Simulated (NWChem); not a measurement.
Species: Ga cation, singlet

Program: NWChem. Pople sets run with spherical d functions. Low-valent species are run as closed-shell singlets; no triplet was tried in these runs.

Problem. Taking B3LYP/def2-QZVP as the yardstick, which of these has the fewest basis functions while keeping “highest occupied level (eV)” within 0.2 eV of it: B3LYP/6-311G**; B3LYP/def2-TZVPD; B3LYP/6-31G*; B3LYP/3-21G?

Solution. B3LYP/6-31G*.
```tsv
level	basis functions	highest occupied level (eV)
B3LYP/3-21G	22	-16.11
B3LYP/6-31G*	32	-17.08
B3LYP/6-311G**	44	-16.95
B3LYP/def2-TZVPD	54	-16.92
B3LYP/def2-QZVP	75	-16.93
```

The yardstick is one finite set, not the basis-set limit.
